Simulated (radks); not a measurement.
The numbers below are computed, except where a source is named.
Q: The mean radii <r> (bohr) of the occupied orbitals of an atom or ion are listed with their occupations. Level of theory: Dirac Kohn-Sham, BLYP, spin-unpolarised, spherical densities, finite nucleus; Fermi nuclear charge, rms radius of each element as measured or else 0.836 A^(1/3) + 0.57 fm (a radial shooting solver on a logarithmic mesh with Libxc functionals).

| orbital | occ. | <r> |
|---|---|---|
| 1s1/2 | 2 | 0.02037 |
| 2s1/2 | 2 | 0.08590 |
| 2p1/2 | 2 | 0.07147 |
| 2p3/2 | 4 | 0.07874 |
| 3s1/2 | 2 | 0.2249 |
| 3p1/2 | 2 | 0.2146 |
| 3p3/2 | 4 | 0.2283 |
| 3d3/2 | 4 | 0.2013 |
| 3d5/2 | 6 | 0.2055 |
| 4s1/2 | 2 | 0.5070 |
| 4p1/2 | 2 | 0.5157 |
| 4p3/2 | 4 | 0.5467 |
| 4d3/2 | 4 | 0.5732 |
| 4d5/2 | 6 | 0.5840 |
| 5s1/2 | 2 | 1.189 |
| 5p1/2 | 1.66667 | 1.299 |
| 5p3/2 | 3.33333 | 1.378 |
| 4f5/2 | 4.28571 | 0.7132 |
| 4f7/2 | 5.71429 | 0.7222 |

Name the element and its charge. Open shells, if any, are shared by 2j + 1.

A: Z = 68, erbium, charge +5: Er5+ in [Kr] 4d10 4f10 5s2 5p5. The 1s radius gives Z: for a bare nucleus <r> = (2 gamma + 1)/(2Z) with gamma = sqrt(1 - (Z/c)^2), 0.02012 bohr for Z = 68, and screening makes it slightly larger (0.02037 here). The occupations add up to 63, and the charge is Z minus that.
